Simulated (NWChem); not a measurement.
System: SiH$_{2}$Cl$_{2}$; SMILES Cl[SiH2]Cl

Here is an NWChem input.

```
start job
memory heap 200 mb stack 900 mb global 1100 mb
geometry units angstroms noautoz
  Si     0.000000     0.000000    -0.757262
  Cl    -1.683953     0.000000     0.422027
  Cl     1.683953     0.000000     0.422027
  H      0.000000     1.233028    -1.581913
  H      0.000000    -1.233028    -1.581913
end
basis spherical
  * library def2-tzvpd
end
dft
  xc becke88 lyp
  iterations 150
  mulliken
end
task dft energy
```

Structure relaxed at the PBE0/def2-SVP level.

Question: Predict the main results of this run. (BLYP/def2-TZVPD.) Quantities: energy (Ha); highest occupied level (eV); orbital gap (eV); dipole (D).

Answer: 
- energy (Ha) = -1211.22
- highest occupied level (eV) = -7.67
- orbital gap (eV) = 6.53
- dipole (D) = 1.15
